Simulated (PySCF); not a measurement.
# Ti: ionisation energy

Ti [Ar] 3d2 4s2 (3F) → Ti⁺ [Ar] 3d2 4s1 (4F), as a difference of total energies. Calculation: PySCF 2.14, in def2-TZVPPD (6s6p4d2f1g, 67 functions); the non-relativistic Hamiltonian (point nucleus). Correlated levels: valence and next inner shell: [Ne] frozen. The calculations carry no spin-orbit coupling.

```csv
method,ionisation energy (eV),difference from reference (eV)
UHF,5.528,-1.300
MP2 (valence and next inner shell),6.518,-0.310
SCS-MP2 (valence and next inner shell),6.604,-0.224
CCSD (valence and next inner shell),6.638,-0.190
CCSD(T) (valence and next inner shell),6.744,-0.084
```

Reference: 6.828 eV (measured; NIST levels, between the centres of gravity of the two terms).

These non-relativistic numbers lack the scalar-relativistic shift.

Errors of the correlated levels include the incompleteness of this basis and the frozen core.
